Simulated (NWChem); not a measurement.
**Atomisation of thionyl fluoride (F₂OS)**

SMILES: O=S(F)F
```xyz
4

O     -1.3917    -0.3297     0.0000
S     -0.1604     0.4112     0.0000
F      0.7611    -0.2190     1.1690
F      0.7611    -0.2190    -1.1690
```
Charge 0, spin multiplicity 1.

The numbers come from NWChem runs, not from measurements. The geometry was optimised at PBE0/def2-SVP, a minimum by its harmonic frequencies.

Basis set: def2-TZVP. The atomisation energy is electronic alone: no zero-point, thermal, spin-orbit or counterpoise terms. No value is extrapolated to the basis-set limit. Free atoms are single determinants with multiplicities O 3, S 3, F 2. Correlated methods freeze the same cores in atoms and molecule, 8 orbitals in all.

B3LYP has NWChem's definition, with VWN1-RPA local correlation. No SCF solution was tested for a lower state. Open-shell Hartree-Fock references start from PBE0 orbitals.

**Question.** For the atomisation energy, TPSS gives 310.8 kcal/mol and M06-2X gives 302.2 kcal/mol. What do B3LYP, HF, MP2 give?

**Answer.** B3LYP: 299.2 kcal/mol; HF: 143.1 kcal/mol; MP2: 314.9 kcal/mol.
